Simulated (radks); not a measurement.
Spherical quantum dot in the effective-mass picture: electrons in a parabolic well V = omega^2 r^2 / 2 with omega = 0.098, with a point charge +2 (a donor) at the centre, all in effective atomic units (hartree* = m*/eps^2 hartree, bohr* = eps/m* bohr), one dielectric constant everywhere. Calculated with a radial shooting solver with Libxc functionals: non-relativistic Kohn-Sham, LDA (Slater exchange, Perdew-Wang correlation), spin-polarised, spherical densities. Levels are named by radial order and angular momentum (1s, 1p, 1d, 2s, ...), and open shells are averaged over m. Results are scaled to m* = 0.055 and eps = 11.9, for which hartree* = 10.57 meV and bohr* = 11.45 nm.

N = 28, configuration 1s2 1p6 1d10 2s2 1f(up 7, down 1). This is the lowest configuration that the search found (a dilute case). Occupied levels:

level,occupation,eigenvalue (meV),<r> (nm)
1s down,1,22.659,11.05
1s up,1,22.667,11.03
2s up,1,28.081,100.4
2s down,1,28.139,93.20
1p up,3,28.246,111.0
1p down,3,28.329,105.7
1d up,5,28.502,123.6
1d down,5,28.610,121.8
1f up,7,28.799,131.1
1f down,1,28.916,130.7

Energy (meV): total 413.926, kinetic 44.546, external 26.674, Hartree 386.72, exchange-correlation -44.013.

Electron density:

r (nm),n(r) (e/nm^3)
4.77,0.0004768
22.8,3.796e-06
40.7,9.669e-07
58.7,1.265e-06
76.7,1.560e-06
94.7,1.837e-06
113,1.948e-06
131,1.631e-06
149,9.178e-07
167,3.027e-07
185,5.440e-08
203,5.248e-09
221,2.770e-10
238,8.096e-12
